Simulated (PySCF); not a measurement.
C₂H₅Te, SMILES [CH2][Te]C (connectivity only; charge and spin as stated), charge +1, multiplicity 1.

Geometry optimised at B3LYP-D3(BJ)/def2-SVP. The spin state was assumed, not searched. The isomer is the one that the SMILES or the coordinates give; other isomers of the formula were not compared. The def2 effective core potentials stand for the cores of Te; spin–orbit coupling is left out.

Two levels are set side by side: PBE/def2-TZVPD (PySCF) and M06-2X/def2-TZVPD (PySCF). Same geometry, gas phase. Differences are taken from unrounded values.

```json
[
 {"quantity": "orbital gap (eV)", "M06-2X": "6.70"},
 {"quantity": "highest occupied level (eV)", "M06-2X": "-14.71"},
 {"quantity": "lowest empty level (eV)", "M06-2X": "-8.01"},
 {"quantity": "mean polarisability (bohr³)", "M06-2X": "57.9"}
]
```

### Question
What does PBE give, and how far is it from M06-2X? (An estimate is asked for; the answer gives what the named calculation found.)

### Answer

```tsv
quantity	PBE	PBE minus M06-2X
orbital gap (eV)	3.09	-3.61
highest occupied level (eV)	-12.74	1.97
lowest empty level (eV)	-9.64	-1.64
mean polarisability (bohr³)	57.4	-0.5
```

PBE's occupied levels lie high since its potential decays too fast outside the molecule; exact exchange lowers them and widens the gap. Differences between two approximate levels are no errors against the true value.

Rough cost on one machine, each run with all the roots and properties that it gave: M06-2X against PBE about 4 times.
